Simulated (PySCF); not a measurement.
C5H10F2OSi.
Geometry (PBE0-D3(BJ)/def2-SVP, Å), atoms numbered from 1 in this order:
```
atom  x, y, z in Å
C1     2.1848    0.9875    0.3285
O2     0.9928    0.6394    0.9841
C3     0.0297   -0.0875    0.2673
C4     0.5124   -1.5262    0.0917
F5     1.5276   -1.5930   -0.8016
F6    -0.4834   -2.3103   -0.3863
C7    -0.4228    0.5185   -1.0938
Si8   -2.2188    0.1614   -0.5910
C9    -1.3046   -0.0790    1.0547
H10    2.6687    1.7607    0.9414
H11    1.9974    1.4055   -0.6762
H12    2.8781    0.1369    0.2200
H13    0.8642   -1.9384    1.0535
H14   -0.2533    1.6066   -1.0762
H15    0.0458    0.0967   -1.9924
H16   -3.1677    1.3138   -0.6673
H17   -2.8679   -1.0386   -1.1881
H18   -1.4822   -0.9417    1.7117
H19   -1.3267    0.8390    1.6606
```

Computed with PySCF at PBE0/pcSseg-1, non-relativistic, on one gas-phase PBE0-D3(BJ)/def2-SVP geometry that isn't relaxed in the solvent. The solvent is an IEF-PCM continuum (van der Waals radii × 1.2). The model holds no explicit solvent molecules, cavitation or dispersion.

```csv
run,E − E(gas) (kJ/mol),HOMO (eV),HOMO–LUMO gap (eV),dipole (D)
gas,0.00,-7.50,7.95,1.12
P,-15.97,-7.44,8.02,1.37
Q,-13.38,-7.44,8.01,1.32
```

Question: The runs were made in methanol and tetrahydrofuran. Which run belongs to which solvent?

Answer: P = methanol, Q = tetrahydrofuran. The dielectric constants are 7.426 (tetrahydrofuran), 32.61 (methanol), and the energy falls further as ε rises. In this model the ground state sees the solvent through ε alone.

Question: How constant is the ratio of the lowering to (ε − 1)/(2ε + 1)?

Answer: 
| solvent | (ε − 1)/(2ε + 1) | E − E(gas) (kJ/mol) | ratio (kJ/mol) | polarisation term (kJ/mol) |
| --- | --- | --- | --- | --- |
| tetrahydrofuran | 0.405 | -13.38 | -33.0 | -14.40 |
| methanol | 0.477 | -15.97 | -33.5 | -17.44 |

The ratio changes by +1.3 % in size from tetrahydrofuran to methanol. The polarisation term is half the interaction of the solute with the induced surface charges.

On one thread of an Arm Neoverse V1, shared host with 32 logical CPUs at a one-minute load of 39, this took 38 s and 1.1 GiB of memory at its peak. This is the whole shielding run at PBE0/pcSseg-1 in methanol, SCF included.
